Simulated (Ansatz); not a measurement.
Calculated with Ansatz (gas phase, PBE0-D4/def2-TZVP geometries, no zero-point term in ΔE). CBS: MP2 limit from def2 TZ/QZ plus the TZ coupled-cluster correction, frozen cores. This one scheme is used for every species. Functionals use def2-TZVPP. B3LYP here is the variant with VWN-RPA as its local correlation; programs differ in this. Each species was taken in one conformer, which may not be the lowest.

Consider the redistribution: `C[CH2][Al]([SiH3])[Cl]` + aluminium trichloride → `C[CH2][Al]([Cl])[Cl]` + `[SiH3][Al]([Cl])[Cl]`.

(1) Is it downhill or uphill in electronic energy at CCSD(T)/CBS, and by how much? (Estimate.)

(2) What do these levels give: PBE-D4, r2SCAN-D4, B3LYP-D4, ωB97X-V, ωB97M-V, B2PLYP, B3LYP, HF/def2-TZVPP, MP2/def2-TZVPP, SCS-MP2/def2-TZVPP, CCSD(T)/def2-TZVPP, HF/def2-QZVPP? (An estimate is asked.)

Largest T1 diagnostic among the species: 0.011.

Answers

(1) Computed: Downhill: ΔE = -0.19 eV.

(2) Computed: PBE-D4 -0.20, r2SCAN-D4 -0.19, B3LYP-D4 -0.21, ωB97X-V -0.20, ωB97M-V -0.21, B2PLYP -0.21, B3LYP -0.22, HF/def2-TZVPP -0.21, MP2/def2-TZVPP -0.20, SCS-MP2/def2-TZVPP -0.20, CCSD(T)/def2-TZVPP -0.19, HF/def2-QZVPP -0.20 eV.
